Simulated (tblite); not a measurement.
Record of a relaxation.

Species: C5H4O2S (charge +1 and doublet state).
Bonds: C1–C2, C2–S3 (double), C2–C4, C4–C5 (double), C5–C6, C6–O7 (double), C6–O8. Hydrogens: H9, H10, H11 on C1; H12 on O8.
Bond orders are those of one Lewis drawing.

Computed with GFN2-xTB (tblite), gas phase: L-BFGS steps from a force-field or distance-geometry start until the largest atomic force falls under 0.01 eV/Å. 9 of its 122 geometries are shown.

Step 0: E = -640.5432 eV, largest atomic force 2.246 eV/Å
```
atom  x, y, z in Å  |  force x, y, z in eV/Å
C1     -2.272   -0.814   -0.696   -0.278   0.728   0.320
C2     -1.582    0.079    0.276    0.793   0.103   0.486
S3     -2.336    0.921    1.496    0.379  -0.499  -0.796
C4     -0.142    0.171    0.219   -2.237  -0.190   0.046
C5      1.057    0.227    0.178    0.296   0.184  -0.028
C6      2.484    0.300    0.103    2.092   0.113  -0.094
O7      3.192   -0.634   -0.233   -1.113   0.921   0.381
O8      3.000    1.505    0.445   -0.804  -1.632  -0.441
H9     -3.337   -0.563   -0.778    0.210  -0.092   0.157
H10    -1.826   -0.715   -1.680    0.225  -0.138  -0.123
H11    -2.192   -1.855   -0.372    0.129   0.014  -0.020
H12     3.957    1.378    0.352    0.309   0.487   0.113
```

Step 15: E = -640.7350 eV, largest atomic force 0.067 eV/Å
```
atom  x, y, z in Å  |  force x, y, z in eV/Å
C1     -2.258   -0.786   -0.687   -0.008   0.007  -0.012
C2     -1.557    0.070    0.293   -0.009   0.031   0.016
S3     -2.352    0.898    1.461   -0.026   0.009   0.024
C4     -0.160    0.151    0.220   -0.007  -0.002   0.010
C5      1.042    0.257    0.161    0.030  -0.005  -0.008
C6      2.506    0.273    0.086    0.027  -0.038  -0.018
O7      3.116   -0.706   -0.235   -0.006   0.011   0.019
O8      2.982    1.446    0.420   -0.016   0.034  -0.002
H9     -3.316   -0.550   -0.745   -0.065  -0.008   0.016
H10    -1.801   -0.710   -1.673    0.059   0.007  -0.024
H11    -2.156   -1.831   -0.375    0.030  -0.020  -0.008
H12     3.955    1.488    0.384   -0.009  -0.026  -0.012
```

Step 30: E = -640.7397 eV, largest atomic force 0.065 eV/Å
```
atom  x, y, z in Å  |  force x, y, z in eV/Å
C1     -2.238   -0.774   -0.689    0.007   0.006  -0.002
C2     -1.573    0.089    0.314   -0.020  -0.023  -0.016
S3     -2.385    0.900    1.480   -0.008  -0.008  -0.016
C4     -0.175    0.167    0.246    0.007   0.017   0.023
C5      1.029    0.241    0.163   -0.028   0.004   0.008
C6      2.491    0.253    0.087    0.018   0.028   0.032
O7      3.105   -0.736   -0.191    0.003  -0.026  -0.005
O8      2.963    1.439    0.377    0.016  -0.003  -0.024
H9     -3.310   -0.595   -0.748    0.056  -0.005   0.033
H10    -1.772   -0.642   -1.668   -0.034  -0.024   0.023
H11    -2.070   -1.819   -0.403   -0.015   0.034  -0.050
H12     3.936    1.478    0.341   -0.002   0.000  -0.006
```

Step 45: E = -640.7476 eV, largest atomic force 0.038 eV/Å
```
atom  x, y, z in Å  |  force x, y, z in eV/Å
C1     -2.204   -0.760   -0.703   -0.005   0.014   0.006
C2     -1.592    0.091    0.341    0.019   0.005   0.008
S3     -2.474    0.874    1.474    0.015  -0.003   0.016
C4     -0.194    0.188    0.321    0.019  -0.004   0.006
C5      1.012    0.261    0.259    0.008   0.014  -0.020
C6      2.473    0.238    0.143   -0.007   0.006  -0.024
O7      3.050   -0.794   -0.046   -0.005  -0.007   0.037
O8      2.982    1.437    0.262   -0.001  -0.001   0.004
H9     -3.289   -0.690   -0.700   -0.012  -0.017  -0.013
H10    -1.809   -0.487   -1.684   -0.017  -0.009  -0.013
H11    -1.907   -1.800   -0.534   -0.006   0.004  -0.011
H12     3.953    1.444    0.178   -0.008   0.000   0.004
```

Step 60: E = -640.7589 eV, largest atomic force 0.223 eV/Å
```
atom  x, y, z in Å  |  force x, y, z in eV/Å
C1     -2.218   -0.742   -0.731    0.011  -0.025  -0.032
C2     -1.586    0.062    0.336   -0.051   0.012   0.015
S3     -2.440    0.755    1.548   -0.018   0.001   0.019
C4     -0.193    0.194    0.301   -0.037   0.026  -0.039
C5      1.007    0.323    0.229    0.034  -0.011   0.030
C6      2.466    0.262    0.217    0.111  -0.175  -0.048
O7      3.002   -0.804    0.358   -0.056   0.215   0.018
O8      3.022    1.432    0.048    0.013  -0.100   0.046
H9     -3.298   -0.802   -0.615    0.051  -0.015   0.006
H10    -1.978   -0.316   -1.710    0.004   0.007   0.027
H11    -1.779   -1.745   -0.727   -0.058   0.016  -0.014
H12     3.995    1.379    0.057   -0.003   0.049  -0.028
```

Step 76: E = -640.7661 eV, largest atomic force 0.160 eV/Å
```
atom  x, y, z in Å  |  force x, y, z in eV/Å
C1     -2.214   -0.716   -0.760    0.009   0.009  -0.023
C2     -1.587    0.047    0.339   -0.002   0.006   0.032
S3     -2.438    0.661    1.595   -0.003   0.021   0.016
C4     -0.197    0.206    0.303    0.011  -0.046   0.032
C5      1.009    0.302    0.265    0.017   0.033  -0.007
C6      2.470    0.255    0.292    0.050  -0.051   0.036
O7      3.010   -0.747    0.673   -0.027   0.147  -0.058
O8      3.014    1.372   -0.112   -0.014  -0.111  -0.015
H9     -3.270   -0.893   -0.577   -0.012  -0.013  -0.022
H10    -2.095   -0.163   -1.696   -0.002  -0.006  -0.006
H11    -1.687   -1.663   -0.898   -0.027  -0.006  -0.011
H12     3.988    1.339   -0.113    0.002   0.016   0.027
```

Step 91: E = -640.7716 eV, largest atomic force 0.046 eV/Å
```
atom  x, y, z in Å  |  force x, y, z in eV/Å
C1     -2.218   -0.687   -0.785    0.003   0.013   0.013
C2     -1.582    0.001    0.356    0.001   0.018   0.015
S3     -2.419    0.609    1.626    0.005  -0.018  -0.002
C4     -0.187    0.134    0.344    0.006   0.001  -0.004
C5      1.017    0.247    0.304    0.007   0.010  -0.005
C6      2.480    0.259    0.346   -0.002  -0.032   0.025
O7      3.058   -0.627    0.907   -0.018   0.038  -0.018
O8      2.982    1.300   -0.263    0.016  -0.011   0.002
H9     -3.262   -0.916   -0.591   -0.022   0.002   0.003
H10    -2.156   -0.043   -1.668    0.011   0.009  -0.017
H11    -1.668   -1.596   -1.032    0.006  -0.031  -0.008
H12     3.957    1.320   -0.234   -0.014   0.000  -0.004
```

Step 106: E = -640.7733 eV, largest atomic force 0.093 eV/Å
```
atom  x, y, z in Å  |  force x, y, z in eV/Å
C1     -2.235   -0.666   -0.799    0.012   0.007   0.005
C2     -1.572   -0.036    0.358    0.015   0.008   0.008
S3     -2.375    0.516    1.675   -0.004  -0.011  -0.001
C4     -0.176    0.096    0.339   -0.077  -0.002  -0.014
C5      1.026    0.217    0.294    0.082   0.040   0.016
C6      2.486    0.278    0.369    0.026  -0.032  -0.003
O7      3.074   -0.523    1.040   -0.024   0.031  -0.020
O8      2.978    1.260   -0.339   -0.028  -0.008   0.013
H9     -3.291   -0.842   -0.612   -0.007  -0.002  -0.016
H10    -2.129   -0.017   -1.675    0.008  -0.004   0.017
H11    -1.734   -1.602   -1.056   -0.007  -0.012  -0.003
H12     3.949    1.320   -0.284    0.005  -0.015  -0.002
```

Step 121: E = -640.7760 eV, largest atomic force 0.007 eV/Å
```
atom  x, y, z in Å  |  force x, y, z in eV/Å
C1     -2.223   -0.644   -0.809   -0.002  -0.002  -0.001
C2     -1.576   -0.062    0.383    0.000   0.000   0.003
S3     -2.389    0.391    1.731    0.001  -0.001  -0.003
C4     -0.184    0.100    0.368    0.002   0.002  -0.001
C5      1.016    0.248    0.323   -0.001   0.004   0.002
C6      2.477    0.305    0.378    0.001  -0.006   0.000
O7      3.063   -0.454    1.096    0.001  -0.004   0.004
O8      2.969    1.228   -0.404    0.000   0.006  -0.004
H9     -3.299   -0.734   -0.684   -0.001  -0.002   0.000
H10    -2.003   -0.026   -1.684    0.002  -0.002   0.001
H11    -1.792   -1.627   -1.020   -0.002   0.005  -0.001
H12     3.942    1.274   -0.368   -0.003  -0.001   0.000
```

Task: Summarise the path.

Result: The energy falls by 0.2328 eV from step 0 to step 121; nine tenths of that is first reached at step 56. It never rises by more than 0.2 meV. The largest force goes from 2.246 to 0.007 eV/Å. Among the bonds C6–O8 changes most, from 1.355 to 1.305 Å; the atoms move by 0.634 Å rms after alignment.

The cost below is that of the whole relaxation. The run took 0.77 s wall on Arm Neoverse V1, one thread (shared host).
